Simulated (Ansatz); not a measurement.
Reaction (ligand exchange at the Si–N bond): `FCN[SiH3]` + `[CH3][Al]([OH])[SiH3]` → `[CH3][Al]([SiH3])[O][SiH3]` + `NCF`

Computed with Ansatz on PBE0-D4/def2-TZVP structures; ΔE is electronic, products minus reactants. CCSD(T)/CBS is the MP2 limit (def2-TZVPP, def2-QZVPP) plus CCSD(T) − MP2 in def2-TZVPP, frozen cores. Functionals use def2-TZVPP. B3LYP here is the variant with VWN-RPA as its local correlation; programs differ in this. HSE06 is defined as in plane-wave codes. Each species was taken in one conformer, which may not be the lowest.

```csv
level,ΔE (kJ/mol),difference from CCSD(T)/CBS
LDA (SPW92),-57.3,11.2
PBE-D4,-61.0,7.5
BLYP-D4,-67.0,1.5
r2SCAN-D4,-68.7,-0.2
B97M-V,-72.5,-4.0
PBE0-D4,-65.8,2.7
B3LYP-D4,-70.8,-2.3
r2SCANh-D4,-69.7,-1.2
r2SCAN0-D4,-70.9,-2.4
HSE06-D4,-65.8,2.7
BHLYP-D4,-77.5,-9.0
CAM-B3LYP-D4,-72.1,-3.6
ωB97X-V,-68.2,0.3
ωB97M-V,-67.2,1.3
B2PLYP,-70.7,-2.2
PBE-QIDH,-68.7,-0.2
PBE,-60.8,7.7
revPBE,-62.0,6.5
BLYP,-67.7,0.8
PBE0,-65.3,3.2
B3LYP,-70.7,-2.2
r2SCANh,-69.2,-0.7
r2SCAN0,-70.3,-1.8
HSE06,-65.2,3.3
BHLYP,-76.0,-7.5
CAM-B3LYP,-71.3,-2.8
LC-ωPBE,-66.2,2.3
RPA@PBE/def2-TZVPP,-68.6,-0.1
HF/def2-SVP,-83.0,-14.5
MP2/def2-SVP,-68.4,0.1
CCSD/def2-SVP,-70.3,-1.8
HF/def2-TZVPP,-84.8,-16.3
SCS-MP2/def2-TZVPP,-71.5,-3.0
CCSD/def2-TZVPP,-71.3,-2.8
CCSD(T)/def2-TZVPP,-69.1,-0.6
HF/def2-QZVPP,-85.8,-17.3
MP2/def2-QZVPP,-68.3,0.2
SCS-MP2/def2-QZVPP,-71.4,-2.9
MP2/CBS(def2),-67.7,0.8
CCSD/CBS(def2),-70.6,-2.1
CCSD(T)/CBS,-68.5,0
```

Largest T1 diagnostic among the species: 0.013.

In def2-TZVPP, CCSD(T) changes the Hartree–Fock value by +15.7 kJ/mol (the triples alone add +2.2 kJ/mol) and MP2 by +16.5 kJ/mol. From BLYP to BHLYP (50 % exact exchange), in def2-TZVPP and without D4, ΔE moves by −8.3 kJ/mol. Leaving LDA and LC-ωPBE aside and taking each functional with its dispersion term where it has one, the values, not all of them listed here, spread over 18.0 kJ/mol, from BHLYP-D4 to revPBE-D4. LDA lies +3.5 kJ/mol from PBE without D4.
